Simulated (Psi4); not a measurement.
H2S2, charge -1, doublet, at the geometry of the source list (a state made from the parent by changing its charge; the spin is typed, not shown lowest) (a gas-phase anion, which may not be bound at this level); PBE/6-31G** (Psi4).

Psi4 was given this input:
```
memory 2 GB

molecule mol {
-1 2
  S    -0.901900    0.443900    0.487000
  S     0.900200    0.457200   -0.477800
  H    -1.530600   -0.450500   -0.292300
  H     1.532400   -0.450600    0.283100
}

set basis 6-31g**
set reference uks

energy('pbe')
print_variables()
```

What does Psi4 print? Leave out banner, timings and long lists.


```
   => Loading Basis Set <=

    Name: 6-31G**
    Role: ORBITAL
    Keyword: BASIS

         ---------------------------------------------------------
                                   SCF
               by Justin Turney, Rob Parrish, Andy Simmonett
                          and Daniel G. A. Smith
                              UKS Reference
         ---------------------------------------------------------

  ==> Geometry <==

    Molecular point group: c1
    Full point group: C1

    Geometry (in Angstrom), charge = -1, multiplicity = 2:

       Center              X                  Y                   Z               Mass
    ------------   -----------------  -----------------  -----------------  -----------------
         S           -0.901103477846     0.020886506812     0.482681140675    31.972071174400
         S            0.900996522154     0.034186506812    -0.482118859325    31.972071174400
         H           -1.529803477846    -0.873513493188    -0.296618859325     1.007825032230
         H            1.533196522154    -0.873613493188     0.278781140675     1.007825032230

  Running in c1 symmetry.

  Rotational constants: A =      4.92217  B =      0.23596  C =      0.23513 [cm^-1]
  Rotational constants: A = 147562.93551  B =   7073.94850  C =   7049.16436 [MHz]
  Nuclear repulsion =   85.563093628952686

  Charge       = -1
  Multiplicity = 2
  Electrons    = 35
  Nalpha       = 18
  Nbeta        = 17

  ==> Algorithm <==

  SCF Algorithm Type is DF.
  DIIS enabled.
  MOM disabled.
  Fractional occupation disabled.
  Guess Type is SAD.
  Energy threshold   = 1.00e-06
  Density threshold  = 1.00e-06
  Integral threshold = 1.00e-12

  ==> Primary Basis <==

  Basis Set: 6-31G**
    Blend: 6-31G**
    Number of shells: 22
    Number of basis functions: 48
    Number of Cartesian functions: 48
    Spherical Harmonics?: false
    Max angular momentum: 2

  ==> DFT Potential <==

   => LibXC <=

    Version 7.1.2
    S. Lehtola, C. Steigemann, M. J. T. Oliveira, and M. A. L. Marques,  SoftwareX 7, 1–5 (2018) (10.1016/j.softx.2017.11.002)

   => Composite Functional: PBE <=

    PBE GGA Exchange-Correlation Functional

    J.P. Perdew et. al., Phys. Rev. Lett., 77(18), 3865-3868, 1996

    Deriv               =              1
    GGA                 =           TRUE
    Meta                =          FALSE

    Exchange Hybrid     =          FALSE
    MP2 Hybrid          =          FALSE

   => Exchange Functionals <=

[...]
      Ntotal   =   35.0000016257 ; deviation = 1.626e-06

   @Spin Contamination Metric:   1.241897546E-03
   @S^2 Expected:                7.500000000E-01
   @S^2 Observed:                7.512418975E-01
   @S   Expected:                5.000000000E-01
   @S   Observed:                5.000000000E-01

    Orbital Energies [Eh]
    ---------------------

    Alpha Occupied:

[...]
    Alpha Virtual:

[...]
    Beta Occupied:

[...]
    Beta Virtual:

[...]
      48A      4.166931

    Final Occupation by Irrep:
              A
    DOCC [    17 ]
    SOCC [     1 ]
    NA   [    18 ]
    NB   [    17 ]

  @DF-UKS Final Energy:  -797.14599917503983

   => Energetics <=

    Nuclear Repulsion Energy =             85.5630936289526858
    One-Electron Energy =               -1280.0448512934196970
    Two-Electron Energy =                 449.3691807135213594
    DFT Exchange-Correlation Energy =     -52.0334222240940747
    Empirical Dispersion Energy =           0.0000000000000000
    VV10 Nonlocal Energy =                  0.0000000000000000
    Total Energy =                       -797.1459991750398331

  UHF NO Occupations:
  HONO-2 :   16  A 1.9999147
  HONO-1 :   17  A 1.9996881
  HONO-0 :   18  A 1.0000000
  LUNO+0 :   19  A 0.0003119
  LUNO+1 :   20  A 0.0000853
  LUNO+2 :   21  A 0.0000697
  LUNO+3 :   22  A 0.0000636

Computation Completed

Properties will be evaluated at   0.000000,   0.000000,   0.000000 [a0]

Properties computed using the SCF density matrix

 Multipole Moments:

 ------------------------------------------------------------------------------------
     Multipole            Electronic (a.u.)      Nuclear  (a.u.)        Total (a.u.)
 ------------------------------------------------------------------------------------

 L = 1.  Multiply by 2.5417464519 to convert [e a0] to [Debye]
 Dipole X            :         -0.0023383            0.0031781            0.0008398
 Dipole Y            :          1.1792161           -1.6364249           -0.4572088
 Dipole Z            :          0.0120126           -0.0167075           -0.0046949
 Magnitude           :                                                    0.4572337

 ------------------------------------------------------------------------------------

  Variable Map:
  ----------------------------------------------------------------------------
[...]
  Array Variable Map:
  ----------------------------------------------------------------------------
[...]
[...]
```
